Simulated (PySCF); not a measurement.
**Peak assignment**

Geometry (Å), atoms numbered from 1 in this order:
```xyz
21

C    -0.783   -1.882    1.110
O    -1.122   -0.567    0.751
C    -0.778   -0.230   -0.582
C    -1.664    0.847   -1.141
C    -2.485    1.596   -0.138
O    -1.637    1.106   -2.323
Si    0.977    0.530   -0.698
F     0.961    1.884    0.183
O     1.954   -0.528    0.019
C     3.284   -0.340    0.434
H     0.290   -2.066    1.005
H    -1.330   -2.611    0.496
H    -1.073   -1.997    2.153
H    -0.855   -1.104   -1.237
H    -3.119    2.325   -0.635
H    -3.080    0.896    0.443
H    -1.806    2.096    0.550
H     1.374    0.961   -2.022
H     3.917   -0.103   -0.421
H     3.345    0.473    1.157
H     3.621   -1.269    0.893
```

Theory: GFN2-xTB structure, shieldings: GIAO PBE0/pcSseg-1, in PySCF 2.14.0 with density-fitted response routines (non-relativistic, in vacuum, one computed conformer, equivalent nuclei averaged).

Scale: ¹³C, ¹H vs TMS (reference shieldings calculated alike).

(1) Assign these signals to the numbered atoms. ¹³C{¹H} NMR (computed): δ 215.9, 87.9, 61.1, 53.2, 31.2.

(2) Assign these signals to the numbered atoms. ¹H NMR (600 MHz, computed): δ 4.77 (m, 1H), 4.01 (s, 3H), 3.75 (s, 3H), 3.29 (m, 1H), 2.39 (s, 3H).

Answers

(1) 
215.9 → C4, ketone carbonyl carbon: low-lying n→π* states of the double bond to the heteroatom give a large paramagnetic term (-282 ppm)
87.9 → C3, sp3 CH bonded to O and Si, α to a carbonyl: pulled downfield by the heteroatom
61.1 → C1, methyl carbon bonded to O: the inductive effect lowers its shielding
53.2 → C10, methyl carbon bonded to O
31.2 → C5, methyl carbon α to a carbonyl: α to the electron-withdrawing carbonyl group

(2) 
| δ (ppm) | atoms | environment | reason |
| --- | --- | --- | --- |
| 4.77 | H18 | hydrogen on a silicon bonded to C, F, O | – |
| 4.01 | H19/H20/H21 | hydrogen on a methyl carbon bonded to O | its carbon carries O, hence the downfield position |
| 3.75 | H11/H12/H13 | hydrogen on a methyl carbon bonded to O | – |
| 3.29 | H14 | hydrogen on an sp3 CH bonded to O and Si, α to a carbonyl | its carbon carries O, an electronegative neighbour |
| 2.39 | H15/H16/H17 | hydrogen on a methyl carbon α to a carbonyl | α to C=O |

Splittings by ¹⁹F in the carbon and heteronuclear signals aren't shown, as no couplings were computed. Shifts are as computed. Against solution values, carbons near 30 ppm lie about +3 ppm off and those near 130 ppm about +5 ppm. Of 1309 compounds with measured shifts, 239 miss one by over three times the rms of a fit or turn the order of signals round; such compounds aren't used in these exercises. Multiplicities follow the n + 1 count of equivalent neighbours, as no J values were calculated; m marks all less simple cases, F and P coupling included.
